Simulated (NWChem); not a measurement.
System: GeNH2Cl3; SMILES [Cl][Ge]([Cl])([Cl])[NH2]

Input file for NWChem:

```
start job
memory heap 200 mb stack 900 mb global 1100 mb
geometry units angstroms noautosym nocenter noautoz
  N     -0.297938     2.041189     0.000000
  Ge    -0.029059     0.236053     0.000000
  Cl    -0.954685    -0.572111     1.771131
  Cl    -0.954685    -0.572111    -1.771131
  Cl     2.049423    -0.413905     0.000000
  H      0.082235     2.488755     0.831764
  H      0.082235     2.488755    -0.831764
end
basis spherical
  * library def2-tzvp
end
dft
  xc xpbe96 cpbe96
  iterations 150
  semidirect filesize 400000000
end
property
  efieldgrad
end
task dft property
```

The geometry was optimised at B3LYP/6-31G* (spherical d).

Vzz is the largest principal value of the second derivative of the potential at the nucleus (NWChem prints the opposite sign); η is the asymmetry. Non-relativistic.

Atoms are numbered as in the input.

**Question.** What results follow from this input? (PBE/def2-TZVP.) Quantities: Vzz N1 (a.u.); η N1; Vzz Ge2 (a.u.); η Ge2; Vzz Cl4 (a.u.); η Cl4; Vzz Cl5 (a.u.); η Cl5.

**Answer.** 
```
Quantity         Value
--------------  ------
Vzz N1 (a.u.)   -0.817
η N1              0.01
Vzz Ge2 (a.u.)  -0.910
η Ge2             0.17
Vzz Cl4 (a.u.)   2.739
η Cl4             0.06
Vzz Cl5 (a.u.)   2.635
η Cl5             0.01
```
